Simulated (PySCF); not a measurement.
H₂O₄S.

```xyz
7

O     -0.6866    -1.0555     0.8622
S      0.0000     0.0000    -0.1690
O      1.1043    -0.6556    -0.8358
O     -1.1043     0.6556    -0.8358
O      0.6866     1.0555     0.8622
H      0.0031    -1.6878     1.1411
H     -0.0031     1.6878     1.1411
```
Charge 0, spin multiplicity 1.

The structure is a stationary point at TPSSh-D3(BJ)/def2-SVP. Other conformers were not sampled.

All values below come from B3LYP/pcSseg-1 (PySCF). Non-relativistic, no solvent.

Computed absolute GIAO shielding of each atom: isotropic value and principal components (ppm):
```tsv
atom	σ(iso)	σ11	σ22	σ33	span
O1	100.4	-14.4	45.7	269.9	284.3
S2	145.0	-6.6	73.9	367.8	374.5
O3	80.6	25.6	79.4	136.8	111.2
O4	80.6	25.6	79.4	136.8	111.2
O5	100.4	-14.4	45.7	269.9	284.3
H6	26.1	21.6	22.2	34.7	13.1
H7	26.1	21.6	22.2	34.7	13.1
```
